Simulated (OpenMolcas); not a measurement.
Tm2+ among 6 point charges of -1.5 e arranged as a trigonal antiprism (D3d), with a polar angle of 56.4° against the regular 54.74°.

| Quantity | Value |
| --- | --- |
| Program | OpenMolcas 26.06 |
| Method | CASSCF |
| Basis | ANO-RCC-VDZP [7s6p4d2f1g] |
| Scalar Hamiltonian | DKH2, point nucleus |
| Active space | 13 electrons in 7 orbitals (4f) |
| State averaging | 2S+1 = 2 odd, 7 roots |
| Spin-orbit coupling | state interaction with AMFI integrals over the reference wave functions |

All point charges move together. At R = 2.94 Å the width of the lowest J multiplet is 238 cm-1, and at R = 3.1 Å it is 196 cm-1.

**Question.** A third run gives 329 cm-1. What distance was it run at?

**Answer.** With a power law R^-n the two known points give n = -ln(196 / 238) / ln(3.1 / 2.94) = 3.66. Then R = 2.94 × (238 / 329)^(1/3.66) = 2.691 Å. The run was at 2.7 Å, so the estimate is off by -0.009 Å.

Point charges carry no covalency, so the field is a model and not that of real ligands. No measured value stands beside these numbers.
